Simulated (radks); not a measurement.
Excited configurations of Tm2+: one electron is placed in a higher orbital outside [Xe] 4f12. The ground configuration is [Xe] 4f13. Method: scalar-relativistic Kohn-Sham, r2SCAN, spin-polarised, spherical densities, finite nucleus; open shells are filled with parallel spins first (spin-orbit coupling, left out, can overturn this in heavy ions); meta-GGA in the generalised Kohn-Sham scheme; Fermi nuclear charge, rms radius 5.2256 fm; computed with a radial shooting solver on a logarithmic mesh with Libxc functionals. Excitation = E - E(ground); binding = E(ion) - E, where the ion is the core of charge +3; n* = 3/sqrt(2 binding) in atomic units, and the quantum defect is n - n*.

\begin{tabular}{lrrrrrr}
outer orbital & excitation (eV) & binding (eV) & n* & quantum defect & eigenvalue (eV) & <r> (bohr) \\ \hline
5d & 5.536 & 19.834 & 2.485 & 2.515 & -15.266 & 2.248 \\
5f & 17.687 & 7.683 & 3.992 & 1.008 & -6.162 & 5.864 \\
6s & 4.906 & 20.464 & 2.446 & 3.554 & -17.759 & 3.138 \\
6p & 10.049 & 15.321 & 2.827 & 3.173 & -13.136 & 3.856 \\
6f & 20.306 & 5.064 & 4.918 & 1.082 & -4.229 & 10.16 \\
7p & 17.021 & 8.349 & 3.830 & 3.170 & -7.231 & 7.222 \\
\end{tabular}

The Delta-SCF ionisation energy is 25.370 eV (NIST Atomic Spectra Database: 23.66 eV, semi-empirical). Self-interaction in the functional shifts the binding energies and quantum defects, so they are the method's values and not measured ones. Open shells are spherical and high-spin; term and fine-structure splittings are not resolved. Spin-orbit splitting is averaged out at the scalar-relativistic level.
